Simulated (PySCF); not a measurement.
```xyz
9

N     -2.6025     0.8591     0.2886
C     -1.6968     0.1739     0.1032
C     -0.5181    -0.6302    -0.1188
Si     1.0377     0.4299     0.0549
Cl     2.6485    -0.7943    -0.2764
H     -0.4791    -1.4485     0.6054
H     -0.5451    -1.0689    -1.1200
H      1.0319     1.5023    -0.9621
H      1.1234     0.9767     1.4253
```

Charge 0, multiplicity 1.

Task: Give the Mulliken and meta-Löwdin atomic charges from PySCF 2.14.0 with PBE0-D4/def2-TZVP.

Result: 
```json
[
 {"atom": "N1", "Mulliken (e)": "0.00", "meta-Löwdin (e)": "-0.23"},
 {"atom": "C2", "Mulliken (e)": "-0.25", "meta-Löwdin (e)": "0.11"},
 {"atom": "C3", "Mulliken (e)": "-0.23", "meta-Löwdin (e)": "-0.48"},
 {"atom": "Si4", "Mulliken (e)": "0.35", "meta-Löwdin (e)": "0.72"},
 {"atom": "Cl5", "Mulliken (e)": "-0.23", "meta-Löwdin (e)": "-0.29"},
 {"atom": "H6", "Mulliken (e)": "0.17", "meta-Löwdin (e)": "0.17"},
 {"atom": "H7", "Mulliken (e)": "0.17", "meta-Löwdin (e)": "0.17"},
 {"atom": "H8", "Mulliken (e)": "0.01", "meta-Löwdin (e)": "-0.08"},
 {"atom": "H9", "Mulliken (e)": "0.01", "meta-Löwdin (e)": "-0.08"}
]
```
